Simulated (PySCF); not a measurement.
Compound: C₃H₇FGaN.
Bonds: C1–C2, C2–N3 (triple), N3–Ga4, Ga4–C5, C5–F6. Hydrogens: H7, H8, H9 on C1; H10, H11 on Ga4; H12, H13 on C5.

All values: CAM-B3LYP/def2-SVPD (PySCF, non-relativistic), on one gas-phase PBE0-D3(BJ)/def2-SVP geometry that isn't relaxed in the solvent. The solvent is an IEF-PCM continuum (Bondi radii, 1.10 Å for H, scaled by 1.2), and excitations are vertical TDDFT with non-equilibrium linear response and a frozen core. The model holds no explicit solvent molecules, cavitation or dispersion. Spin–orbit coupling is left out although an atom past zinc is present.

Gas-phase singlets (H = HOMO, L = LUMO):

| state | E (eV) | λ (nm) | f | leading configuration |
| --- | --- | --- | --- | --- |
| S1 | 5.795 | 214 | 0.014 | H→L 90% |
| S2 | 6.317 | 196 | 0.010 | H→L+2 67% |
| S3 | 6.332 | 196 | 0.006 | H-1→L 79% |
| S4 | 6.677 | 186 | 0.009 | H→L+1 54% |
| S5 | 6.881 | 180 | 0.101 | H→L+3 77% |

Task: What are the lowest 5 singlets in cyclohexane (ε = 2.017)?

Result: 
```tsv
state	E (eV)	λ (nm)	f	leading configuration	change by rank (eV)
S1	5.949	208	0.015	H→L 89%	+0.154
S2	6.538	190	0.016	H-1→L 56%	+0.221
S3	6.573	189	0.004	H→L+2 32%	+0.241
S4	6.846	181	0.021	H→L+2 45%	+0.169
S5	6.938	179	0.144	H→L+3 83%	+0.057
```

Task: The ground-state energy changes by -0.149 eV from gas to cyclohexane. By how much does the total energy of gas-phase S1 change?

Result: E(S1) = E(S0) + excitation energy, so it changes by -0.149 + 0.154 = +0.005 eV: it isn't lowered at all, while the ground state is. This is the vertical state, with the slow part of the continuum still set for S0.

Task: How do the frontier levels move from gas to cyclohexane?

Result: 
```tsv
orbital	gas (eV)	solvent (eV)	change (eV)
LUMO+2	0.79	1.01	+0.22
LUMO+1	0.67	0.89	+0.22
LUMO	0.39	0.54	+0.15
HOMO	-8.41	-8.50	-0.09
HOMO-1	-8.91	-9.10	-0.19
HOMO-2	-10.90	-10.95	-0.05
HOMO-3	-11.59	-11.67	-0.08
```

The HOMO–LUMO gap goes from 8.80 to 9.04 eV.

Hardware: an Arm Neoverse V1 with one thread, no GPU, shared host with 32 logical CPUs at a one-minute load of 28. Cost: 38 s wall, 1.0 GiB resident at most. This is the whole response run at CAM-B3LYP/def2-SVPD in cyclohexane, SCF included.

The values belong to the conformer `[CH3:1][C:2]#[N+:3][GaH2-:4][CH2:5][F:6]`: C2–N3–Ga4–C5 26°, N3–Ga4–C5–F6 -41°.
